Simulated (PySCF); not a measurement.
# Reading the logs of faulty runs: C2H7NSi

Calculated results; nothing here was measured. They come from PySCF 2.14.0, an open-source quantum chemistry program, on an isolated molecule that a program drew, which may never have been made. The molecule is C2H7NSi (charge 0, singlet), drawn as the SMILES string `CN[Si]C`.

Each row is a Hartree-Fock (HF) and frozen-core CCSD(T) single point in the cc-pV(D+d)Z basis, meant for a local HF minimum. Run 1 is clean. Each other run has one planted mistake out of seven kinds, and not every kind appears here: one electron removed, one electron added, multiplicity raised by two, geometry at a saddle point, minimal basis STO-3G, one bond length entered in bohr, all coordinates scaled. The reference is restricted for singlets and unrestricted otherwise, and also for a bond in bohr. Adding or removing an electron swaps singlet and doublet. Electrons count all cores. HOMO and LUMO are orbital energies over both spins, the gradient is its largest component, and the lowest frequency (negative if imaginary) is given only where the gradient is small. Bond lengths are over the 10 bonds as drawn. T1 is the CCSD diagnostic: over 0.02 (restricted) or 0.045 (unrestricted) a single reference is doubtful.

Geometry of the clean run:
```xyz
11
C2H7NSi, angstrom
C    -1.2325   -0.7284   -0.3562
N    -0.3532   -0.3716   -1.4554
Si    1.2117    0.3043   -1.5722
C     1.6808    0.5487    0.2698
H    -2.1737   -0.1734   -0.4034
H    -0.7599   -0.5026    0.5963
H    -1.4707   -1.7958   -0.3676
H    -0.7749   -0.5743   -2.3441
H     2.6811    0.9841    0.3439
H     1.6895   -0.3999    0.8201
H     0.9857    1.2234    0.7839
```

| run | electrons | basis functions | <S^2> | HOMO (eV) | LUMO (eV) | gradient (hartree/bohr) | lowest frequency (cm^-1) | mean bond (Å) | longest bond (Å) | T1 | HF (hartree) | CCSD(T) (hartree) | mistake |
|---|---|---|---|---|---|---|---|---|---|---|---|---|---|
| 1 | 40 | 100 | 0.000 | -8.18 | 2.33 | 1.1e-05 | 107 | 1.2643 | 1.916 | 0.0142 | -423.18867 | -423.80939 | no fault |
| 2 | 40 | 100 | 2.005 | -6.20 | 0.97 | 3.4e-02 | - | 1.2643 | 1.916 | 0.0141 | -423.12435 | -423.71657 | multiplicity raised by two |
| 3 | 40 | 31 | 0.000 | -5.81 | 7.34 | 3.3e-02 | - | 1.2643 | 1.916 | 0.0179 | -418.21716 | -418.46322 | minimal basis STO-3G |
| 4 | 40 | 100 | 0.789 | -8.50 | 1.94 | 2.5e-02 | - | 1.3616 | 2.067 | 0.0560 | -423.06811 | -423.68653 | one bond length entered in bohr |
| 5 | 39 | 100 | 0.779 | -15.85 | -5.93 | 5.6e-02 | - | 1.2643 | 1.916 | 0.0188 | -422.93016 | -423.52297 | one electron removed |
| 6 | 41 | 100 | 0.775 | 0.75 | 8.97 | 5.6e-02 | - | 1.2643 | 1.916 | 0.0137 | -423.13139 | -423.75575 | ? |

**Which mistake was planted in run 6, and what did it cost?**

It counts 41 electrons, one more than the clean run, at the same geometry and basis. So the mistake is: one electron added. Subtracting run 1 and multiplying by 627.51 kcal/mol a hartree, the energy moved by 35.9 kcal/mol in HF and 33.7 kcal/mol in CCSD(T).

Cautions from the logs. Run 4: T1 is over the limit, so its CCSD(T) energy is less reliable; run 6: the HOMO is above zero, so the electron isn't bound and the energy depends on the basis.
